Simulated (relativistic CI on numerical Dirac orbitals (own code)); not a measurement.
## Slater and spin-orbit integrals, Tl60+

Method of calculation: Dirac-Coulomb-Breit CI, orbitals from a KLI potential per configuration, a model potential for QED, unscaled Slater integrals (own radial code, finite nucleus).

Slater integrals F^k, G^k are unscaled and averaged over j, outside the closed core [Ne]; ζ comes from projecting the Hamiltonian with its Breit term on Σ l·s of the shell.

- 3s²3p⁶3d³: F^2(3d,3d) = 684660, F^4(3d,3d) = 442790, ζ(3d) = 367890 cm⁻¹; <r>(3d) = 0.1496, <r^2>(3d) = 0.02589 (bohr units).
- 3s²3p⁵3d⁴: ζ(3p) = 2.7872e+06, F^2(3d,3d) = 683860, F^4(3d,3d) = 442250, F^2(3p,3d) = 588580, G^1(3p,3d) = 619620, G^3(3p,3d) = 415420, ζ(3d) = 365370 cm⁻¹; <r>(3p) = 0.1671, <r^2>(3p) = 0.03243, <r>(3d) = 0.1498, <r^2>(3d) = 0.02595 (bohr units).
- 3s3p⁶3d⁴: F^2(3d,3d) = 683600, F^4(3d,3d) = 442080, G^2(3s,3d) = 484250, ζ(3d) = 366810 cm⁻¹; <r>(3s) = 0.1683, <r^2>(3s) = 0.03247, <r>(3d) = 0.1498, <r^2>(3d) = 0.02596 (bohr units).

Q: Give the Racah parameters of the d shell in 3s²3p⁶3d³.

A: B = F²/49 − 5F⁴/441 = 8952 cm⁻¹ and C = 35F⁴/441 = 35142 cm⁻¹.

Averages of the first 10 configurations, taken without configuration mixing, which lowers the lowest level and can move excited configurations by several eV; other configurations of the list can lie among them:

```tsv
Configuration	Parity	States	Average energy above the lowest level (eV)
3s²3p⁶3d³	even	120	210.5
3s²3p⁵3d⁴	odd	1260	791.1
3s3p⁶3d⁴	even	420	1398.2
3s²3p⁶3d²4s	even	90	2658.7
3s²3p⁶3d²4p	odd	270	2891.4
3s²3p⁶3d²4d	even	450	3123.9
3s²3p⁵3d³4s	odd	1440	3227.6
3s²3p⁶3d²4f	odd	630	3281.9
3s²3p⁵3d³4p	even	4320	3460.6
3s3p⁶3d³4s	even	480	3837.9
```
